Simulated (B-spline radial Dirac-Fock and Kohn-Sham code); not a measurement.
## Elastic and transport cross sections of thulium for electrons

Calculated with a radial finite-basis atomic code, using relativistic (Dirac) partial waves in the static field of the Dirac-Fock atom with Furness-McCarthy exchange, without polarisation or absorption potentials. σ_tr1 and σ_tr2 weight the cross section with 1 − P₁ and 1 − P₂ of cos θ; "backward" is the share scattered beyond 90°.

```
energy (eV)  σ (a₀²)  σ_tr1 (a₀²)  σ_tr2 (a₀²)  σ/σ_tr1  backward (%)
      30000     1.52       0.0263       0.0533     57.9          0.35
      42100     1.22       0.0156       0.0330     78.8          0.23
      50000     1.10       0.0119       0.0257     92.2          0.18
      56200     1.02      0.00991       0.0217      103          0.16
      76800    0.835      0.00608       0.0137      137          0.10
      82600    0.798      0.00543       0.0123      147         0.094
     100000        ?            ?            ?        ?             ?
     158000    0.544      0.00197      0.00472      276         0.039
     200000    0.480      0.00137      0.00334      350         0.028
     300000    0.397     0.000738      0.00184      538         0.016
```

**Question.** Fill in the row for 100 keV.

**Answer.** σ = 0.709 a₀², σ_tr1 = 0.00402 a₀², σ_tr2 = 0.00930 a₀², σ/σ_tr1 = 176, backward 0.073 %. The ratio σ/σ_tr1 is roughly the number of elastic collisions that randomise the direction.
